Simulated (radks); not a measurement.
The numbers below are computed, except where a source is named.
Q: Species: Hg II. Configuration: [Xe] 4f14 5d10 6s1. Level of theory: non-relativistic Kohn-Sham, PBE, spin-polarised, spherical densities, point nucleus; open shells are filled with parallel spins first; relativity is left out, which matters for an element this heavy (a radial shooting solver on a logarithmic mesh with Libxc functionals). Some entries of the table are withheld. Estimate them.

| orbital | occ. | eigenvalue (eV) | <1/r> (bohr^-1) |
|---|---|---|---|
| 1s up | 1 | -75028.06 | 79.45 |
| 1s down | 1 | -75028.05 | 79.45 |
| 2s up | 1 | -12566.90 | 18.71 |
| 2s down | 1 | -12566.90 | 18.71 |
| 2p up | 3 | -12088.78 | 18.75 |
| 2p down | 3 | -12088.78 | 18.75 |
| 3s up | 1 | -2964.758 | 7.259 |
| 3s down | 1 | -2964.751 | 7.259 |
| 3p up | 3 | -2738.674 | 7.215 |
| 3p down | 3 | -2738.667 | 7.215 |
| 3d up | 5 | -2316.842 | 7.148 |
| 3d down | 5 | -2316.838 | 7.148 |
| 4s up | 1 | -641.2673 | 3.181 |
| 4s down | 1 | -641.2546 | 3.181 |
| 4p up | 3 | -543.1561 | 3.095 |
| 4p down | 3 | -543.1428 | 3.095 |
| 4d up | 5 | -362.5418 | 2.915 |
| 4d down | 5 | -362.5281 | 2.915 |
| 4f up | 7 | -119.6410 | 2.580 |
| 4f down | 7 | -119.6258 | 2.580 |
| 5s up | 1 | -101.2584 | 1.328 |
| 5s down | 1 | -101.2324 | 1.328 |
| 5p up | 3 | -69.6641 | 1.215 |
| 5p down | 3 | -69.6171 | 1.216 |
| 5d up | 5 | -20.4388 | 0.9082 |
| 5d down | 5 | -20.2035 | 0.9152 |
| 6s up | 1 | -12.5833 | (1) |
| 6s down | 0 | -11.7383 | (2) |
| 6p up | 0 | -7.5669 | (3) |
| 6p down | 0 | -6.6924 | (4) |

A: 
(1) 6s up <1/r> (bohr^-1): 0.4405
(2) 6s down <1/r> (bohr^-1): 0.4422
(3) 6p up <1/r> (bohr^-1): 0.3467
(4) 6p down <1/r> (bohr^-1): 0.3477
